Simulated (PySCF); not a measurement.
C2H6N2OSi, SMILES C[Si@@H](N)OC#N.

Geometry: r2SCAN-D4/def2-SVP. The structure was generated by enumeration; whether it is a known compound was not checked. One conformer was computed; it need not be the lowest.

Level of theory: r2SCAN-D4/def2-SVP in PySCF.

Frequencies are harmonic and unscaled.

Computed harmonic wavenumbers and intensities:
```tsv
mode	ν (cm⁻¹)	IR (km/mol)	Raman (Å⁴/amu)	depolarisation	moving atoms (share of kinetic energy)
1	43	1.6	2.0	0.75	N 41 %, O 33 %, H 11 %, C 11 %
2	96	2.0	1.6	0.63	N 48 %, O 17 %, C 16 %, H 13 %
3	151	0.0	0.1	0.44	H 95 %
4	207	1.4	0.9	0.75	H 47 %, N 21 %, C 17 %
5	246	16.4	3.1	0.68	H 22 %, N 21 %, O 21 %, C 21 %, Si 16 %
6	277	4.8	1.7	0.69	H 43 %, Si 22 %, N 17 %, O 10 %
7	314	19.0	1.9	0.75	H 70 %, Si 12 %, N 11 %
8	387	197.8	0.8	0.05	H 68 %, N 30 %
9	511	20.6	3.2	0.33	C 67 %, N 14 %, Si 13 %
10	521	8.2	3.1	0.72	C 69 %, N 16 %, O 12 %
11	629	11.9	3.6	0.47	H 88 %, C 8 %
12	650	63.1	9.1	0.06	O 44 %, C 22 %, Si 14 %, H 12 %
13	716	54.7	5.7	0.44	C 33 %, H 25 %, Si 25 %, O 10 %
14	765	11.4	4.1	0.52	H 75 %, C 17 %
15	839	32.8	4.1	0.70	H 65 %, C 14 %, N 13 %
16	874	185.9	6.2	0.68	H 82 %, Si 9 %
17	892	69.8	4.4	0.57	H 62 %, N 25 %, Si 12 %
18	951	237.8	4.0	0.26	Si 40 %, H 33 %, N 24 %
19	1197	202.2	6.5	0.16	O 63 %, N 32 %
20	1269	46.3	1.3	0.30	H 77 %, C 22 %
21	1422	3.6	11.5	0.74	H 96 %
22	1428	6.8	9.7	0.75	H 96 %
23	1542	63.8	6.8	0.70	H 89 %, N 11 %
24	2273	108.8	112.2	0.20	H 96 %
25	2368	280.4	41.2	0.19	C 66 %, N 31 %
26	3040	0.4	128.7	0.00	H 97 %
27	3144	0.5	67.3	0.75	H 91 %, C 9 %
28	3154	0.4	75.0	0.73	H 91 %, C 9 %
29	3588	53.4	138.1	0.12	H 96 %
30	3688	52.4	80.5	0.74	H 91 %, N 9 %
```
